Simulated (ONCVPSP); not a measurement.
Plane-wave convergence, ONCV potential for nickel

Ni (Z = 28), optimised norm-conserving Vanderbilt (ONCV), made with ONCVPSP 4.0.1 (PBE, scalar-relativistic). Core [Ar], reference 3d8 4s1.75 (charge +0.25). Waves: 4s: rc 1.70 bohr, ncon 5, nbas 8, qcut 4.2 1/bohr, 2 projectors, debl 1.2 Ha; p scattering state at 0.03 Ha: rc 1.70 bohr, ncon 3, nbas 6, qcut 4.4 1/bohr, 2 projectors, debl 0.7 Ha; 3d: rc 1.35 bohr, ncon 5, nbas 9, qcut 13.2 1/bohr, 2 projectors, debl 3.9 Ha; f scattering state at 0.14 Ha: rc 1.60 bohr, ncon 4, nbas 9, qcut 6.8 1/bohr, 2 projectors, debl 4 Ha. Local part: polynomial inside 1.00 bohr (lpopt 5, dvloc0 -1 Ha). Core correction: none.

Q: For each optimised wave give the share of its norm inside rc, the residual kinetic energy above qcut (Ha) and the cutoffs (Ha) for errors of 10, 1, 0.1 and 0.01 mHa per electron.

A:

```csv
wave,norm inside rc,residual KE,10 mHa,1 mHa,0.1 mHa,0.01 mHa
4s,0.148,5.8e-03,3.7,44.4,56.1,63.5
s projector 2,0.160,7.9e-04,5.1,7.6,68.2,80.8
p projector 1,0.108,1.0e-03,1.5,9.9,42.1,99.0
p projector 2,0.106,4.6e-03,6.3,28.8,67.0,not reached
3d,0.787,1.0e-06,55.5,66.1,74.2,80.7
d projector 2,0.126,9.4e-06,57.3,69.5,78.7,88.5
f projector 1,0.000,2.4e-08,0.4,0.8,2.0,6.0
f projector 2,0.162,3.7e-03,20.0,27.8,105.8,162.0
```

The occupied waves need 66 Ha and 74 Ha for 1 and 0.1 mHa. Rows with under 1 % of the norm inside rc give no meaningful cutoff. Note: ghosts flagged at negative energy: s at -145942.9 eV, s at -91.5 eV, p at -56.0 eV; GHOST(+) flagged for s at 552.4 eV. A true bound ghost makes a file unfit for plane-wave use.
